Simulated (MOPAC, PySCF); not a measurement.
H10F2Ge5, SMILES `[F][GeH2][GeH2][GeH2][GeH2][GeH2][F]`, neutral singlet in the gas phase. 

Z-matrix (Å, degrees):
```
Ge
H 1 1.5551
H 1 1.5551 2 107.51
Ge 1 2.4435 2 109.73 3 -119.14
H 4 1.5522 1 109.07 2 178.72
H 4 1.5523 5 108.44 1 -118.75
Ge 4 2.4390 5 109.58 6 -119.56
F 7 1.7700 4 108.08 5 59.00
H 7 1.5544 8 106.02 4 121.02
H 7 1.5544 9 110.94 8 -114.66
Ge 1 2.4435 2 109.62 3 119.20
H 11 1.5522 1 109.08 2 60.32
H 11 1.5523 12 108.44 1 -118.74
Ge 11 2.4390 12 109.61 13 -119.55
F 14 1.7700 11 108.08 12 58.89
H 14 1.5544 15 106.02 11 121.04
H 14 1.5544 16 110.94 15 -114.66
```
Charge 0, multiplicity 1.

All levels are single points at this geometry (PBE-D3(BJ)/def2-SVP); Pople sets use spherical d functions. Orbital energies aren't observables, and empty levels follow the basis.

```csv
level,HOMO (eV),LUMO (eV),gap (eV),dipole (D),"vertical IE, Delta-SCF (eV)"
PBE-D3(BJ)/def2-TZVP in PySCF,-6.69,-2.31,4.38,1.85,8.76
B3LYP/3-21G in PySCF,-7.24,-1.27,5.97,1.96,–
B3LYP/6-31G* in PySCF,-7.29,-1.54,5.74,2.01,8.92
BP86/6-31G* in PySCF,-6.54,-2.16,4.38,1.87,–
HF/3-21G in PySCF,-9.81,1.76,11.57,2.46,–
HF/STO-3G in PySCF,-7.39,8.38,15.77,1.35,–
AM1 in MOPAC,-10.39,-1.46,8.93,4.45,–
PM3 in MOPAC,-10.63,-3.47,7.16,2.37,–
PM7 in MOPAC,-10.14,-3.57,6.57,4.34,–
```
